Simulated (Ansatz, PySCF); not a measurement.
CH8N2OSi, SMILES CN[Si@@H](N)O. Atoms are numbered in the order given.

```xyz
13

C      2.0818    -0.4967     1.1025
N      1.2169     0.2846     0.2427
Si    -0.4777     0.0790     0.0377
N     -1.1072     1.6062    -0.4199
O     -1.0248    -0.9189    -1.1909
H      1.4737    -1.0262     1.8536
H      2.7950     0.1389     1.6572
H      2.6691    -1.2615     0.5587
H      1.7065     0.8445    -0.4481
H     -0.9239    -0.5484     1.3225
H     -1.9762     1.6841    -0.9341
H     -0.8483     2.4616     0.0550
H     -1.0993    -1.8496    -0.9604
```

Geometry optimised at ωB97X-D3(BJ)/def2-SVP. The structure was generated by enumeration; whether it is a known compound was not checked. Other conformers were not sampled.

Two levels are set side by side: PBE-D3(BJ)/def2-SVP (Ansatz, a first-principles code) and ωB97X-D3(BJ)/def2-SVP (PySCF). Each level has its own optimised geometry; the coordinates shown are those of the second. Frequencies come from the Hessian of PySCF at each geometry. Differences are taken from unrounded values.

| quantity | ωB97X-D3(BJ) |
|---|---|
| mean bond length (Å) | 1.281 |
| bond C1–N2 (Å) | 1.448 |
| bond N2–Si3 (Å) | 1.719 |
| bond Si3–N4 (Å) | 1.714 |
| bond Si3–O5 (Å) | 1.675 |
| bond C1–H6 (Å) | 1.102 |
| bond C1–H7 (Å) | 1.105 |
| bond C1–H8 (Å) | 1.107 |
| bond N2–H9 (Å) | 1.015 |
| bond Si3–H10 (Å) | 1.498 |
| bond N4–H11 (Å) | 1.013 |
| bond N4–H12 (Å) | 1.012 |
| bond O5–H13 (Å) | 0.962 |
| highest harmonic wavenumber (cm⁻¹) | 3945 |
| mean harmonic wavenumber (cm⁻¹) | 1395 |
| zero-point energy (kcal/mol) | 65.82 |

**Question.** What does PBE-D3(BJ) give, and how far is it from ωB97X-D3(BJ)? (An estimate is asked for; the answer gives what the named calculation found.)

**Answer.** 
| quantity | PBE-D3(BJ) | PBE-D3(BJ) minus ωB97X-D3(BJ) |
|---|---|---|
| mean bond length (Å) | 1.290 | 0.010 |
| bond C1–N2 (Å) | 1.448 | 0.000 |
| bond N2–Si3 (Å) | 1.731 | 0.012 |
| bond Si3–N4 (Å) | 1.726 | 0.012 |
| bond Si3–O5 (Å) | 1.690 | 0.015 |
| bond C1–H6 (Å) | 1.110 | 0.008 |
| bond C1–H7 (Å) | 1.114 | 0.009 |
| bond C1–H8 (Å) | 1.116 | 0.009 |
| bond N2–H9 (Å) | 1.024 | 0.008 |
| bond Si3–H10 (Å) | 1.513 | 0.015 |
| bond N4–H11 (Å) | 1.021 | 0.008 |
| bond N4–H12 (Å) | 1.020 | 0.008 |
| bond O5–H13 (Å) | 0.972 | 0.011 |
| highest harmonic wavenumber (cm⁻¹) | 3772 | -173 |
| mean harmonic wavenumber (cm⁻¹) | 1343 | -52 |
| zero-point energy (kcal/mol) | 63.37 | -2.46 |

Exact exchange shortens and stiffens bonds; PBE has none. Differences between two approximate levels are no errors against the true value.
